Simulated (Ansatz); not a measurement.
Computed with Ansatz on PBE0-D4/def2-TZVP structures; ΔE is electronic, products minus reactants. CCSD(T)/CBS is frozen-core, at the limit of the def2 triple- and quadruple-zeta sets. DFT in def2-TZVPP. Open shells (•) are unrestricted, without spin–orbit coupling. Spin–orbit coupling would lower the free atoms: a little for B, Cl, O. One conformer a species, not always the lowest.

Reaction (atomization): `[OH2+][B-](Cl)(Cl)Cl` → B• + 3 Cl• + 2 H• + O•

CCSD(T)/CBS gives +24.48 eV.

(1) Another level gave +24.11 eV. Which?
A. BLYP-D4/def2-TZVPP
B. CAM-B3LYP-D4/def2-TZVPP
C. r2SCAN0/def2-TZVPP
D. HF/def2-TZVPP

Largest T1 diagnostic among the species: 0.014.

## Answers

(1) A. BLYP-D4 24.11, r2SCAN0 24.16, CAM-B3LYP-D4 24.25, HF/def2-TZVPP 17.35 eV.

From BLYP to BHLYP (50 % exact exchange), in def2-TZVPP and without D4, ΔE moves by −0.65 eV: exact exchange takes away binding that semilocal exchange gives to molecules. At CCSD(T), def2-SVP lies −1.44 eV from the extrapolated value and def2-TZVPP −0.80 eV: correlation converges slowly with the basis, and small sets miss more of it in the bonded molecule than in its fragments.

CCSD(T)/CBS has its own doubt, a few kJ/mol and more with outer-core shells, so smaller differences from it don't rank the levels.
